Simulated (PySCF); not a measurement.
**Property card for `C=C(C)[C@@H]1CC=C(C)CC1` (limonene)**

Compound: limonene, C10H16.
Atom-mapped SMILES: `[CH2:1]=[C:2]([CH3:3])[C@@H:4]1[CH2:5][CH:6]=[C:7]([CH3:8])[CH2:9][CH2:10]1` (hydrogens: H11, H12 on C1; H13, H14, H15 on C3; H16 on C4; H17, H18 on C5; H19 on C6; H20, H21, H22 on C8; H23, H24 on C9; H25, H26 on C10)

**PBE0-D3(BJ)/def2-SVP geometry optimisation, gas phase (PySCF)**

```
Point group                  : C1
Rotational constants A, B, C : 3.073, 0.718, 0.681 GHz
```

From B3LYP/def2-SVPD ground state, ΔSCF and vertical TDDFT (core frozen in the response) (PySCF):

```
Dipole moment                                                     : 0.59 D
HOMO energy                                                       : -6.41 eV
LUMO energy                                                       : 0.17 eV
HOMO–LUMO gap                                                     : 6.58 eV
Lowest singlet excitation                                         : 5.92 eV (209 nm, f = 0.024)
Strongest line among the 10 lowest singlet transitions            : S8 at 6.86 eV (181 nm, f = 0.180)
Lowest triplet excitation (Tamm–Dancoff)                          : 4.26 eV
Static isotropic polarisability                                   : 120.1 au
Vertical ionisation energy                                        : 8.23 eV
Electronic spatial extent ⟨r²⟩ about the centre of nuclear charge : 1866 bohr²
```

KT2/pcSseg-1 ground state and GIAO shieldings, non-relativistic (PySCF):

```
13C chemical shifts (computed TMS as zero) by class : 149.5 (C2), 132.5 (C7), 121.3 (C6), 108.7 (C1), 47.7 (C4), 35.2 (C5), 34.3 (C9), 31.7 (C10), 26.4 (C8), 18.8 (C3) ppm
1H chemical shifts (computed TMS as zero) by class  : 5.59 (H19), 4.96 (H12), 4.80 (H11), 2.34 (H18), 2.17 (H23), 2.07 (H16), 1.91 (H24), 1.88 (H17), 1.72 (H20/H21/H22), 1.71 (H13/H14/H15), 1.54 (H26), 1.49 (H25) ppm
```

Monoisotopic mass from the formula: 136.1252 u.

The principal polarisabilities are 103.7, 108.8 and 147.8 au; their mean is the isotropic value. S1 lies 0.66 eV below the HOMO–LUMO gap; its leading configuration is HOMO→LUMO, weight 0.60. The vertical singlet–triplet gap S1 − T1 is 1.66 eV (TDDFT singlet less Tamm–Dancoff triplet). The polarisability is 17.80 Å³ as a volume (1 au = 0.148185 Å³), or 1.58 au for each of the 76 electrons. The largest Löwdin shares of the HOMO are 0.30 on C6, 0.29 on C7, 0.07 on C5 and 0.05 on C8. The rotational constants make it an asymmetric top with κ = (2B − A − C)/(A − C) = -0.97, nearer the prolate limit (−1). With B = h/(8π²I), that is 505.379 GHz u Å² over I, the principal moments of inertia are 164.5, 703.6 and 742.3 u Å² (most abundant isotopes). No computed singlet falls in the visible range (750 to 380 nm, 1.65 to 3.26 eV); S1 lies 2.66 eV above its blue end.

 NMR classes are plain means over equivalent atoms (diastereotopic ones count apart unless rotation or inversion swaps them), as if these changed places fast; in this geometry the members of some classes differ.

One conformer stands for the species.
